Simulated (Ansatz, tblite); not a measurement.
Removing and adding an electron: `C[Si](C)(C)C#Cc1cnc(-c2cnc(-c3cnc(-c4cnc(C#C[Si](C)(C)C)s4)s3)s2)s1`. Charge 0, multiplicity 1. Geometry: r2SCAN-D4/def2-SVP. Ansatz, gas phase; energy differences of separate SCF runs; the oxidised species was run as a doublet alone; the reduced species was run as a doublet alone.

Cartesian coordinates in Å:
```
C 2.044 -6.403 -9.275
Si 0.225 -6.303 -8.819
C -0.756 -5.471 -10.188
C -0.468 -8.011 -8.458
C 0.077 -5.281 -7.287
C -0.012 -4.594 -6.270
C -0.107 -3.809 -5.112
C 0.790 -2.866 -4.613
N 0.440 -2.250 -3.464
C -0.725 -2.675 -3.020
C -1.352 -2.199 -1.819
C -2.566 -2.554 -1.238
N -2.891 -1.924 -0.092
C -1.954 -1.063 0.261
C -2.050 -0.257 1.449
C -3.100 -0.263 2.364
N -2.985 0.577 3.411
C -1.861 1.264 3.362
C -1.485 2.233 4.356
C -2.231 2.579 5.482
N -1.698 3.513 6.291
C -0.530 3.932 5.843
C 0.289 4.901 6.451
C 1.011 5.747 6.977
Si 2.039 7.030 7.826
C 1.816 6.804 9.676
C 1.430 8.720 7.281
C 3.831 6.774 7.328
S -0.021 3.158 4.336
S -0.852 0.890 1.968
S -0.585 -0.987 -0.835
S -1.479 -3.898 -4.030
H 2.181 -7.004 -10.190
H 2.632 -6.872 -8.470
H 2.464 -5.402 -9.461
H -1.821 -5.384 -9.920
H -0.376 -4.458 -10.393
H -0.689 -6.055 -11.122
H -1.528 -7.958 -8.162
H 0.086 -8.503 -7.642
H -0.398 -8.653 -9.352
H 1.732 -2.623 -5.109
H -3.245 -3.300 -1.661
H -3.974 -0.908 2.250
H -3.198 2.124 5.707
H 2.149 5.806 10.000
H 2.403 7.555 10.231
H 0.759 6.918 9.965
H 2.012 9.517 7.775
H 0.369 8.864 7.542
H 1.531 8.851 6.192
H 4.477 7.522 7.817
H 4.190 5.774 7.621
H 3.963 6.875 6.239
```

The xTB rows come from tblite. Single mean-field runs in def2-SVP are fitted with def2-universal-jkfit.

```csv
level,−HOMO (eV),vertical IE (eV),−LUMO (eV),vertical EA (eV),HOMO–LUMO gap (eV),IE − EA (eV)
GFN1-xTB,10.71,12.17,9.08,7.54,1.62,4.62
GFN2-xTB,10.23,11.61,8.61,7.07,1.63,4.54
PBE-D4/def2-SVP,5.14,6.65,3.38,1.93,1.76,4.71
PBE0-D4/def2-SVP,5.98,7.02,2.90,1.92,3.08,5.10
```

 Raw xTB energy differences between charge states are shifted by several eV; the methods need an empirical correction for them. Sets without diffuse functions give affinities that are too small.
